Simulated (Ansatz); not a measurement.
The same path of ClH3OSn + H2 (8 atoms, charge 0, multiplicity 1) was run twice with different band settings. Lost on the way: Sn1–Cl2, H7–H8. Made: Sn1–H7, Cl2–H8.

The calculation used Ansatz 0.2.0, RHF/def2-SVP.

Relaxed end points:

```xyz
8
Properties=species:S:1:pos:R:3
Sn -0.197 -0.492 -0.174
Cl -0.528 -0.478 2.161
H 1.453 -0.308 -0.492
O -1.085 1.102 -0.870
H -1.903 1.380 -0.485
H -0.951 -1.895 -0.761
H 1.323 2.950 1.178
H 1.310 2.557 1.812
```

```xyz
8
Properties=species:S:1:pos:R:3
Sn 0.667 0.022 -0.532
Cl -0.964 1.505 3.264
H 0.889 0.378 -2.186
O -0.785 1.215 0.128
H -1.557 1.331 -0.405
H 0.150 -1.585 -0.298
H 2.005 0.441 0.424
H -0.983 1.508 1.974
```

Common settings: movable images 7; climbing image yes; optimiser quadratic models (default); start path through a guess of the saddle point; force threshold 0.05 eV/Å; iteration limit 60; end points relaxed.

| run | spring |
| --- | --- |
| 1 | 5.0 eV/Å² |
| 2 | 2.0 to 10.0 eV/Å², energy-weighted |

Problem. What does each run give, and how far can it be trusted?

Solution. Run 1: converged after 26 iterations, highest image 2.386 eV above the first end. Neighbouring images differ by up to 2.0 eV, so the band resolves the path poorly. A vibrational analysis at the climbing image gives one clearly imaginary mode, 1120i cm⁻¹: a first-order saddle point.
Run 2: converged after 23 iterations, highest image 2.386 eV above the first end. Another band between the same ends (7 images) ends at a top of the same energy, where a vibrational analysis finds 1 clearly imaginary mode.
The orbitals stay closed-shell, which can raise the energy where a bond breaks towards radicals; this wasn't checked here.
